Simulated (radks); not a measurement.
Values are calculated unless marked as measured or tabulated.
Task: Radial electron density D(r) = 4 pi r^2 rho(r) of an atom or ion with 35 electrons. Code: a radial shooting solver on a logarithmic mesh with Libxc functionals. Model: non-relativistic Kohn-Sham, PBE, spin-unpolarised, spherical densities, point nucleus.

```
   r/bohr * D(r) (the largest magnitude, 54.7, reaches the edge; | marks zero)
 0.002295 | *
 0.002608 | *
 0.002988 |  *
 0.003396 |   *
 0.003891 |    *
 0.004423 |     *
 0.005067 |       *
 0.005759 |         *
 0.006598 |           *
 0.007499 |             *
 0.008523 |                *
 0.009764 |                    *
   0.0111 |                       *
  0.01271 |                           *
  0.01445 |                               *
  0.01656 |                                   *
  0.01882 |                                      *
  0.02156 |                                         *
   0.0245 |                                            *
  0.02807 |                                             *
   0.0319 |                                            *
  0.03655 |                                           *
  0.04154 |                                         *
  0.04722 |                                       *
   0.0541 |                                      *
  0.06148 |                                     *
  0.07044 |                                       *
  0.08006 |                                          *
  0.09172 |                                              *
   0.1042 |                                                   *
   0.1194 |                                                      *
   0.1357 |                                                      *
   0.1555 |                                                   *
   0.1768 |                                             *
   0.2009 |                                       *
   0.2302 |                                 *
   0.2616 |                               *
   0.2997 |                                *
   0.3406 |                                   *
   0.3902 |                                      *
   0.4435 |                                      *
   0.5081 |                                  *
   0.5775 |                            *
   0.6617 |                    *
    0.752 |             *
   0.8616 |         *
   0.9792 |      *
    1.113 |      *
    1.275 |     *
    1.449 |     *
     1.66 |    *
    1.887 |   *
    2.162 | *
    2.457 |*
    2.815 |*
    3.199 *
    3.666 *
    4.166 *
    4.773 *
    5.425 *
```

What is the nuclear charge?

Result: Z = 37. The innermost maximum, from 1s, lies near 1/Z = 0.027 bohr (found: 0.0295), and its height grows with Z. The density is that of the rubidium ion Rb2+ in [Ar] 3d10 4s2 4p5; the configuration itself is not fixed sharply by these data, and Z only to a few units. D(r) has 3 maxima, at r = 0.0295, 0.128, 0.416 bohr, and minima at 0.0595, 0.266 bohr, inside which lie 2.07, 11.07 electrons.
